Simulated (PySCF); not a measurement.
C₆H₅F₂O (charge +1).
Atom-mapped SMILES: `[CH3:1][c:2]1[cH:3][c:4]([F:5])[o+:6][cH:7][c:8]1[F:9]` (hydrogens: H10, H11, H12 on C1; H13 on C3; H14 on C7)

The closed-shell SCF was solved with PySCF and density fitting under several settings on one GFN2-xTB geometry (grid level 2 and gas phase unless stated).

```tsv
settings	basis functions	SCF cycles	E (Eh)	HOMO (eV)	LUMO (eV)
PBE0/pcSseg-1	178	14	-505.6607	-13.56	-8.04
CAM-B3LYP/def2-SVPD	229	14	-505.7057	-14.80	-6.95
CAM-B3LYP/pcSseg-1, IEF-PCM chloroform, grid level 4	178	13	-506.0776	-11.24	-3.36
```

Question: Estimate the rows for these settings: (1) PBE/aug-cc-pVDZ, grid level 1; (2) KT2/pcSseg-0, IEF-PCM methanol; (3) HCTH407/6-311G**.

Answer: 
```
                      settings  basis functions  SCF cycles     E (Eh)  HOMO (eV)  LUMO (eV)
 PBE/aug-cc-pVDZ, grid level 1              252          13  -505.7670     -12.23      -8.66
KT2/pcSseg-0, IEF-PCM methanol               91          15  -512.9543      -8.28      -4.59
              HCTH407/6-311G**              192          16  -506.2835     -12.41      -8.81
```

Question: Over all rows, what range does the HOMO–LUMO gap span?

Answer: From 3.57 eV (PBE/aug-cc-pVDZ, grid level 1) to 7.88 eV (CAM-B3LYP/pcSseg-1, IEF-PCM chloroform, grid level 4). The functional of the narrowest has no exact exchange, that of the widest range-separated exact exchange.

Cycle counts include a coarse-grid stage where the run had one. All basis functions are spherical, in the Pople sets too. KT2 was designed for NMR shieldings or shifts; total energies of different functionals aren't comparable. The species at its GFN2-xTB geometry.
